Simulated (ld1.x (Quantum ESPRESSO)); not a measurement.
**Zn (Z = 30), ultrasoft: configuration errors across variants**

Zn (Z = 30), ultrasoft, made with ld1.x (Quantum ESPRESSO) 7.5 (LDA (PZ), scalar-relativistic). Core [Ne] 3s2, reference 3p6 3d10 4s2 4p0. Waves: 4s (bound): rcut 1.50, rcutus 1.75 bohr; 4s channel at 3.95 Ry: rcut 1.50, rcutus 1.75 bohr; 3p (bound): rcut 1.00, rcutus 1.10 bohr; 4p (bound, empty): rcut 1.00, rcutus 1.10 bohr; 3d (bound): rcut 1.00, rcutus 1.05 bohr; 3d channel at 0.25 Ry: rcut 1.00, rcutus 1.05 bohr. Local part: all-electron potential smoothed inside 1.65 bohr (lloc = -1). Core correction: Bessel-smoothed model core inside 0.50 bohr. Augmentation charge: PSQ, inside the norm-conserving radii.

All-electron excitation energies from the reference (eV): (1) 3p6 3d10 4s1 4p0 10.190; (2) 3p6 3d10 4s0 4p0 28.959; (3) 3p6 3d9 4s0 4p0 69.849; (4) 3p6 3d9 4s2 4p1 12.355; (5) 3p6 3d10 4s0 4p2 10.754; (6) 3p5 3d10 4s2 4p0 91.915; (7) 3p6 3d10 4s1.5 4p0 4.078; (8) 3p6 3d10 4s1 4p0 spin 9.942; (9) 3p6 3d9 4s0 4p0 spin 69.578.

Spin tests fill each open shell by Hund’s rule, majority spin first.

2 further variants failed, have other tests or another functional or relativity, and are left out.

Errors AE − PS in meV (a dash: test not solved or not reliable):

| change | (1) | (2) | (3) | (4) | (5) | (6) | (7) | (8) | (9) | bound ghosts |
| --- | --- | --- | --- | --- | --- | --- | --- | --- | --- | --- |
| base | -1.4 | -5.2 | -48 | -51 | -0.5 | -19 | -0.5 | -1.9 | -29 | none |
| local potential all-electron potential smoothed inside 1.72 bohr (lloc = -1) | -1.4 | -5.3 | -49 | -52 | -0.5 | -21 | -0.5 | -1.9 | -30 | none |
| waves 3d (bound): rcut 1.00, rcutus 1.54 bohr; 3d channel at 0.25 Ry: rcut 1.00, rcutus 1.54 bohr | -0.9 | -2.1 | -30 | -14 | -1.2 | -37 | -0.5 | -1.4 | -21 | none |
| wave 4s channel at 3.95 Ry: rcut 1.50, rcutus 1.75 bohr becomes 4s channel at -0.3 Ry: rcut 1.50, rcutus 1.75 bohr | +0.1 | -5.2 | -48 | -80 | -0.5 | -38 | -0.2 | -0.5 | -29 | none |

Q: Give the same row for: local potential all-electron potential smoothed inside 1.25 bohr (lloc = -2).

A: -1.3, -4.8, -48, -48, -0.6, -17, -0.5, -1.9, -29; bound ghosts: none.
